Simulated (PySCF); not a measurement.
Exercise with solution: entropy of an ideal gas

BrSi, SMILES [Si]Br (connectivity only; charge and spin as stated), charge +1, multiplicity 1.

Geometry optimised at B3LYP-D3(BJ)/def2-TZVP. The spin state was assumed, not searched.

B3LYP-D3(BJ)/def2-TZVP (PySCF 2.14.0) gives the harmonic wavenumbers 515 cm⁻¹ and the rotational temperature 0.2591 K. The molar mass is 107.99 g/mol, the symmetry number 1, the spin multiplicity 1.

Problem. Work out the entropy at 298.15 K and 1 atm in the rigid-rotor, harmonic-oscillator model.

Solution. 
Translation (Sackur–Tetrode at 1 atm): S = R[1.5 ln M + 2.5 ln T − 1.16487] = 167.1 J/(mol K).
Rotation: q = T/(σ θ) = 1150, S = R[ln q + 1] = 66.9 J/(mol K).
Vibration: with u = 1.4388 ν/T, each mode gives R[u/(e^u − 1) − ln(1 − e^−u)]:
```json
[
 {"ν (cm⁻¹)": "515", "modes": "1", "u": "2.49", "S (J/(mol K))": "2.60"}
]
```
These are all the modes. Sum 2.6 J/(mol K).
Spin: R ln 1 = 0.0 J/(mol K).
Total 236.7 J/(mol K); the program's own thermochemistry gives 236.7. Translation makes up 71 % and vibration 1 %. Anharmonicity, hindered rotation and orbital degeneracy are left out.
